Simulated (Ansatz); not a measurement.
Ansatz (a quantum-chemistry and plane-wave program) input (CCSD(T)/aug-cc-pVDZ):

Ansatz 0.2 input:
```yaml
crystal:
  periodic: [false, false, false]
  atoms:
    - {symbol: N, position_ang: [-0.00000000, -0.00000000, -0.13532734]}
    - {symbol: H, position_ang: [0.00000000, 0.00000000, 0.94729136]}
basis:
  gaussian:
    orbitals: aug-cc-pVDZ
total_charge: 1
magnetization: {spin_polarized: true, initial_magnetization: 1}
correlation: {method: ccsd_t, electrons: outside_noble_gas}
output: {forces: true}
```

End of the output:

```
second order -2.11979941 eV of doubles, -0.00000000 eV of singles
coupled cluster: 0.07 GiB planned
cycle   1  -2.85487466 eV  change   -1.7e-1 eV  update   1.9e-2
cycle   2  -2.86900212 eV  change   -1.4e-2 eV  update   7.4e-3
cycle   3  -2.87794123 eV  change   -8.9e-3 eV  update   4.9e-3
cycle   4  -2.88506076 eV  change   -7.1e-3 eV  update   4.2e-3
cycle   5  -2.89503810 eV  change   -1.0e-2 eV  update   3.7e-3
cycle   6  -2.90168286 eV  change   -6.6e-3 eV  update   3.1e-3
cycle   7  -2.90522115 eV  change   -3.5e-3 eV  update   2.8e-3
cycle   8  -2.91117218 eV  change   -6.0e-3 eV  update   2.4e-3
cycle   9  -2.91834101 eV  change   -7.2e-3 eV  update   1.8e-3
cycle  10  -2.92016037 eV  change   -1.8e-3 eV  update   1.1e-3
cycle  11  -2.92058917 eV  change   -4.3e-4 eV  update   8.6e-4
cycle  12  -2.92082943 eV  change   -2.4e-4 eV  update   2.8e-4
cycle  13  -2.92095282 eV  change   -1.2e-4 eV  update   1.6e-4
cycle  14  -2.92097900 eV  change   -2.6e-5 eV  update   7.5e-5
cycle  15  -2.92098209 eV  change   -3.1e-6 eV  update   4.7e-5
cycle  16  -2.92098201 eV  change    8.1e-8 eV  update   3.3e-5
cycle  17  -2.92098970 eV  change   -7.7e-6 eV  update   1.8e-5
cycle  18  -2.92099745 eV  change   -7.8e-6 eV  update   6.6e-6
cycle  19  -2.92100791 eV  change   -1.0e-5 eV  update   3.3e-6
cycle  20  -2.92101155 eV  change   -3.6e-6 eV  update   1.5e-6
cycle  21  -2.92101462 eV  change   -3.1e-6 eV  update   9.5e-7
coupled cluster: 0.07 GiB planned
perturbative correction -0.05809505 eV, -0.0021349536 hartree
the calculation of the forces begins
Total energy: -1486.18068304 eV, -54.6161327324 hartree
Atom 0 at    -0.000000    -0.000000    -0.135327 Å, force     0.000001     0.000000     0.020445 eV/Å
Atom 1 at     0.000000     0.000000     0.947291 Å, force    -0.000001    -0.000000    -0.020445 eV/Å
Dipole moment:    -0.000143    -0.000000     0.344152 e Å
```

The determinant is spin-contaminated: <S^2> is 1.22 against 0.75 for a pure state.
